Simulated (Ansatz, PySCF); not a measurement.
Process, species as SMILES: C[CH2][Ge]([Br])([Br])[Br] [tribromo(ethyl)germane] + 5 [H][H] (H2) -> 3 Br (HBr) + 2 C (CH4) + [GeH4] (GeH4)
Each molecule is optimised on its own at B3LYP-D3(BJ)/def2-TZVP (Ansatz, an electronic-structure program), one conformer each, not searched for the lowest. Frequencies are from Ansatz or PySCF.
Geometry of the first species:
```
C
H 1 1.0911
H 1 1.0911 2 108.00
C 1 1.5245 2 112.27 3 -124.31
H 4 1.0905 1 111.43 2 -179.43
H 4 1.0905 5 108.05 1 -122.73
H 4 1.0917 5 107.85 6 -116.34
Ge 1 1.9593 2 105.47 3 112.40
Br 8 2.3176 1 110.93 2 -57.08
Br 8 2.3205 1 110.61 2 -177.34
Br 8 2.3205 1 110.61 2 63.17
```
Charge 0, spin multiplicity 1.

Quantity: energy of full hydrogenation (0 K, with B3LYP-D3(BJ) harmonic zero-point energies), in eV. Valence correlation only, unless marked. No spin-orbit coupling. The frozen core is the preceding noble-gas configuration, with the filled d and f shells of earlier blocks. No relativistic terms. Basis-set limits of correlation are two-point, X^-3; Hartree-Fock from the larger set. [CCSD(T)-MP2]/basis is that difference in the basis named.

```json
[
 {"level": "HF/STO-3G", "program": "Ansatz", "energy of full hydrogenation (eV)": "1.69"},
 {"level": "BLYP-D3(BJ)/def2-TZVPD", "program": "Ansatz + dftd3", "energy of full hydrogenation (eV)": "1.62"},
 {"level": "BLYP/def2-TZVPD", "program": "Ansatz", "energy of full hydrogenation (eV)": "1.02"},
 {"level": "CAM-B3LYP-D4/def2-TZVPD", "program": "Ansatz + dftd4", "energy of full hydrogenation (eV)": "1.13"},
 {"level": "wB97M-V/def2-TZVPD", "program": "Ansatz", "energy of full hydrogenation (eV)": "1.37"},
 {"level": "wB97X/def2-TZVPD", "program": "Ansatz", "energy of full hydrogenation (eV)": "1.00"},
 {"level": "B2GP-PLYP-D4/def2-TZVPD", "program": "Ansatz + dftd4", "energy of full hydrogenation (eV)": "1.57"},
 {"level": "B2GP-PLYP/def2-TZVPD", "program": "Ansatz", "energy of full hydrogenation (eV)": "1.43"},
 {"level": "PBE-QIDH/def2-TZVPD", "program": "Ansatz", "energy of full hydrogenation (eV)": "1.52"},
 {"level": "MP2/cc-pVDZ", "program": "Ansatz", "energy of full hydrogenation (eV)": "1.24"},
 {"level": "MP2/aug-cc-pVTZ", "program": "Ansatz", "energy of full hydrogenation (eV)": "1.80"},
 {"level": "SCS-MP2/6-31G*", "program": "Ansatz", "energy of full hydrogenation (eV)": "2.06"},
 {"level": "CCSD/cc-pVTZ", "program": "Ansatz", "energy of full hydrogenation (eV)": "1.12"},
 {"level": "RI-MP2/CBS(aug-cc-pVTZ,aug-cc-pVQZ)+[CCSD(T)-MP2]/aug-cc-pVTZ", "program": "Ansatz", "energy of full hydrogenation (eV)": "1.56"},
 {"level": "CCSD(T)/CBS(cc-pVTZ,cc-pVQZ)", "program": "Ansatz", "energy of full hydrogenation (eV)": "1.57"}
]
```
